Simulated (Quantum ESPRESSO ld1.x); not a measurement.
Q: Species: N III. Configuration: [He] 2s2 2p1. All-electron calculation, non-relativistic Kohn-Sham, exchange-only LDA, spin-polarised, spherical densities, point nucleus; open shells are filled with parallel spins first. Program: ld1.x of Quantum ESPRESSO 7.5. Some entries of the table are withheld. Estimate them.

| orbital | occ. | eigenvalue (Ry) | <1/r> (bohr^-1) | <r^2> (bohr^2) |
|---|---|---|---|---|
| 1s up | 1 | -30.7516 | (1) | 0.07246 |
| 1s down | 1 | -30.6736 | (2) | 0.07201 |
| 2s up | 1 | -3.56434 | 1.239 | 1.633 |
| 2s down | 1 | -3.35666 | 1.214 | 1.694 |
| 2p up | 1 | -2.74244 | (3) | (4) |
| 2p down | 0 | -2.52565 | (5) | (6) |

A: 
(1) 1s up <1/r> (bohr^-1): 6.588
(2) 1s down <1/r> (bohr^-1): 6.601
(3) 2p up <1/r> (bohr^-1): 1.150
(4) 2p up <r^2> (bohr^2): 1.584
(5) 2p down <1/r> (bohr^-1): 1.124
(6) 2p down <r^2> (bohr^2): 1.686
